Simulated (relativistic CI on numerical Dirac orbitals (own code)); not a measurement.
**Ni17+: sensitivity of the levels to the model**

Base calculation: Dirac-Coulomb-Breit CI, orbitals from a KLI potential per configuration, model QED, unscaled Slater integrals.

CI space (outside the closed core [Ne]): 3s, 3p, 3d, 4s, 4p, 4d, 4f, 5s, 5p, 5d, 5f, 5g, 6s, 6p, 6d, 7s, 7p. Levels of other configurations are missing.

Variants: (1) configuration mixing switched off; (2) one mean potential for all configurations. Shifts of the energy above 3s 2S_1/2, in eV, for the lowest level and the first level of each name with at least 55 % of one term (blank where a level changes its place among those of its configuration and J or its character, or is not in the variant):

```
     Level     Base    Δ(1)    Δ(2)
 3s 2S_1/2    0.000   0.000   0.000
3p 2P°_1/2   38.768  +0.002  +0.011
3p 2P°_3/2   42.541   0.000  +0.011
 3d 2D_3/2   95.085  +0.002  +0.002
 3d 2D_5/2   95.644  +0.001  +0.002
 4s 2S_1/2  284.986  -0.003  +0.038
4p 2P°_1/2  300.482  -0.004  +0.035
4p 2P°_3/2  301.960  -0.003  +0.038
 4d 2D_3/2  321.324  -0.005  +0.036
 4d 2D_5/2  321.578  -0.004  +0.037
4f 2F°_5/2  330.064  -0.003  +0.064
4f 2F°_7/2  330.161  -0.003  +0.064
 5s 2S_1/2  407.303  -0.004  +0.064
5p 2P°_1/2  414.972  -0.004  +0.063
5p 2P°_3/2  415.703  -0.004  +0.064
 5d 2D_3/2  425.062  -0.004  +0.067
 5d 2D_5/2  425.196  -0.004  +0.066
5f 2F°_5/2  429.463  -0.003  +0.068
5f 2F°_7/2  429.513  -0.003  +0.069
 5g 2G_7/2  429.904  -0.003  +0.089
 5g 2G_9/2  429.934  -0.003  +0.089
 6s 2S_1/2  470.994  -0.003  +0.075
```

At this charge energies of transitions that change n are usually good to better than 1 %, and those within a shell (Δn = 0) to a few per cent.

Ionisation energy from the two ground configurations alone: base 606.3 eV. The NIST ASD value (semi-empirical) is 607.02 eV.
